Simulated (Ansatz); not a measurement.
Input for Ansatz (an electronic-structure program): R-CCSDT(Q)/cc-pV(T+d)Z on CS (SMILES [C]=S), 2S+1 = 1, a spin state set in the input, which need not be the lowest, at the other state's geometry. Files ending in .json are basis or fitting sets from the Basis Set Exchange.

Ansatz 0.2 input:
```yaml
crystal:
  periodic: [false, false, false]
  atoms:
    - {symbol: C, position_ang: [-0.00000000, -0.00000000, -1.14028575]}
    - {symbol: S, position_ang: [0.00000000, 0.00000000, 0.42760715]}
basis:
  gaussian:
    orbitals: cc-pV_T+d_Z.json
magnetization: {spin_polarized: false}
correlation: {method: ccsdt_q, electrons: outside_noble_gas}
scf: {omitted_lower_state_checks: [cluster_reference]}
```

The head of its log:

```
WARN ansatz: RAYON_NUM_THREADS=1 ignored (pool sized by the plan → 1); use --threads N
Functional definition: HF
these checks for a lower state are left out or cut short: cluster_reference
integrals: 0.06 GiB planned
809 factors; integrals over basis functions are off by at most 1.5e-7 eV
mean field: 0.11 GiB planned
mean field evaluation 1: about -11846.1868 eV, gradient 8.5e0 eV
mean field evaluation 2: about -11846.1932 eV, gradient 8.6e0 eV
mean field evaluation 4: about -11846.5293 eV, gradient 1.4e0 eV
mean field evaluation 8: about -11846.5386 eV, gradient 3.0e-4 eV
mean field -11846.53863051 eV, -435.3522647990 hartree, gradient 3.1e-6 eV, S^2 0.000000; 0 other end points of the search recorded, 0 dependent functions left out
6 core orbitals not correlated
reference -11846.53863051 eV, -435.3522647990 hartree; 5, 5 occupied and 58, 58 virtual orbitals, 809 factors
```

Task: Give the final energy of this run.

Result: -435.6977 hartree (reference determinant -435.3523, T1 diagnostic 0.026).
